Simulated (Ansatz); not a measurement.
Gas-phase electronic energies from Ansatz, PBE0-D4/def2-TZVP geometries. CCSD(T)/CBS adds triple-zeta CCSD(T) − MP2 to the extrapolated MP2 energy (def2 sets, frozen cores). DFT in def2-TZVPP. B3LYP here is the variant with VWN-RPA as its local correlation; programs differ in this. For Ga outer-core shells are correlated without core-valence functions, which leaves a few kJ/mol of doubt a bond. Scalar relativity is left out up to krypton. One conformer a species, not always the lowest.

Consider the ligand exchange at the Si–S bond: `C[SiH2][S][GaH2]` + `C[SiH](S)Cl` → `C[SiH2]S[SiH](C)Cl` + `[SH][GaH2]`.

| level | ΔE (kJ/mol) | difference from CCSD(T)/CBS |
| --- | --- | --- |
| PBE0-D4 | -6.9 | -1.5 |
| B3LYP-D4 | -7.4 | -2.0 |
| ωB97X-V | -6.8 | -1.4 |
| ωB97M-V | -7.4 | -2.0 |
| PBE | -3.6 | 1.8 |
| r2SCAN | -5.1 | 0.3 |
| PBE0 | -3.6 | 1.8 |
| B3LYP | -2.2 | 3.2 |
| HF/def2-TZVPP | -0.4 | 5.0 |
| MP2/def2-TZVPP | -5.9 | -0.5 |
| SCS-MP2/def2-TZVPP | -4.5 | 0.9 |
| CCSD/def2-TZVPP | -4.0 | 1.4 |
| HF/def2-QZVPP | -0.3 | 5.1 |
| MP2/def2-QZVPP | -6.1 | -0.7 |
| HF/CBS(def2) | -0.3 | 5.1 |
| MP2/CBS(def2) | -6.3 | -0.9 |
| CCSD(T)/CBS | -5.4 | 0 |

Largest T1 diagnostic among the species: 0.013.

The D4 term adds −5.2 kJ/mol with B3LYP and −3.3 kJ/mol with PBE0; it sums over pairs of atoms, weighted by their polarisabilities, and B3LYP, whose exchange is more repulsive, gets the larger term. In def2-TZVPP, CCSD(T) changes the Hartree–Fock value by −4.6 kJ/mol (the triples alone add −0.9 kJ/mol) and MP2 by −5.5 kJ/mol.
